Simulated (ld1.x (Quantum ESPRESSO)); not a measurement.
# Before and after: TM potential for antimony

Sb (Z = 51), norm-conserving Troullier–Martins (Kleinman–Bylander form), made with ld1.x (Quantum ESPRESSO) 7.5 (LDA (PZ), fully relativistic). Core [Kr], reference 4d10 5s2 5p3. Waves: 5p (bound): rc 1.90 bohr; 4d (bound): rc 1.55 bohr; 5s (bound): rc 1.80 bohr. Local part: the s channel. Core correction: Bessel-smoothed model core, default radius (core density twice the valence density).

Open shells are filled in proportion to 2j + 1 (rel_dist='average').

Change: core correction Bessel-smoothed model core inside 1.58 bohr.

Cutoffs: the cutoffs (Ry, on a coarse ladder) from which the occupation-weighted sum of valence levels, in a spherical-Bessel basis at the reference potential, stays within 10 and 1 mRy of its value at 400 Ry; they do not see the model core or the augmentation charge, which bear on the density cutoff. Errors are all-electron minus pseudo energies relative to the spin-unpolarised reference configuration.

Task: What does the change do?

Result: The potential gets neither clearly harder nor softer (90 Ry and 140 Ry → 90 Ry and 140 Ry); of the 7 tests that both files solve, the error grows in 0 and shrinks in 1 by more than 15 % and 0.3 meV (median size 3.7 → 3.5 meV); neither file shows a bound ghost. The default core radius of the base comes out at 0.61 bohr. A wider model core is smoother and lowers the density cutoff, which this test does not measure.

| quantity | base | changed |
| --- | --- | --- |
| cutoff, loose | 90 Ry | 90 Ry |
| cutoff, tight | 140 Ry | 140 Ry |
| bound ghosts | none | none |
| error for 4d10 5s2 5p2, meV [ΔE 8.54 eV] | +1.3 | +1.2 |
| error for 4d10 5s2 5p1, meV [ΔE 24.81 eV] | +4.7 | +4.8 |
| error for 4d10 5s2 5p0, meV [ΔE 49.62 eV] | +4.9 | +5.1 |
| error for 4d9 5s2 5p3, meV [ΔE 40.77 eV] | -322 | -303 |
| error for 4d10 5s0 5p5, meV [ΔE 16.59 eV] | -3.7 | -3.5 |
| error for 4d10 5s1 5p4, meV [ΔE 8.18 eV] | -1.1 | -1.0 |
| error for 4d10 5s1 5p0, meV [ΔE 94.44 eV] | -1.7 | -0.8 |
| s: phases at 2.04 bohr within 0.05 rad from the reference energy up to (Ry; the scan ends near 5) | 4.1 | 4.1 |
| p1/2: phases at 2.04 bohr within 0.05 rad from the reference energy up to (Ry; the scan ends near 5) | to the end of the scan | to the end of the scan |
| p3/2: phases at 2.04 bohr within 0.05 rad from the reference energy up to (Ry; the scan ends near 5) | to the end of the scan | to the end of the scan |
| d3/2: phases at 2.04 bohr within 0.05 rad from the reference energy up to (Ry; the scan ends near 5) | 0.1 | 0.1 |
| d5/2: phases at 2.04 bohr within 0.05 rad from the reference energy up to (Ry; the scan ends near 5) | 0.2 | 0.2 |
